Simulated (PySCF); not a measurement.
SeF4, SMILES [Se](F)(F)(F)F. Geometry optimised at PBE-D3(BJ)/def2-SVP. The isomer is the one that the SMILES or the coordinates give; other isomers of the formula were not compared.

Computed equilibrium geometry at PBE-D3(BJ)/def2-SVP (PySCF confirms it by a frequency run) as bond lengths and angles, and its point group:
point group C2v.
Atoms: Se1 F2 F3 F4 F5. Bonds (Å): Se1–F2 1.808, Se1–F3 1.745, Se1–F4 1.808, Se1–F5 1.745. Bond angles (°): F2–Se1–F3 87.3, F2–Se1–F4 171.6, F2–Se1–F5 87.3, F3–Se1–F4 87.3, F3–Se1–F5 99.8, F4–Se1–F5 87.3.
